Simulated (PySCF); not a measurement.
## Tm⁺ (thulium, charge +1) across methods

[Xe] 4f12 5d1 6s1, one real determinant (an excited configuration). All numbers are calculated (PySCF 2.14, the spin-free X2C one-electron Hamiltonian (Gaussian nucleus), in cc-pVDZ-X2C).

| method | E (hartree) | mean ε 4f β (eV) | mean ε 5d α (eV) | mean ε 6s α (eV) | Σ⟨r²⟩ (bohr²) | ⟨S²⟩ |
| --- | --- | --- | --- | --- | --- | --- |
| UHF | -13561.99139 | -27.170 | -12.635 | -12.147 | 55.57 | 6.002 |
| PBE0 | -13566.52 | -18.326 | -10.056 | -10.916 | 55.13 | 6.001 |
| LDA | -13557.52 | -15.318 | -9.030 | -10.641 | 55.19 | 6.000 |
| PBE | -13566.71 | -15.111 | -9.013 | -10.386 | 55.32 | 6.000 |
| r2SCAN | -13566.88 | -15.242 | -9.349 | -10.494 | 55.13 | 6.001 |

⟨L²⟩ = 30.03 against 56 for a pure K term, so this real determinant mixes terms. Spin-orbit coupling, absent here, splits the open shell strongly.
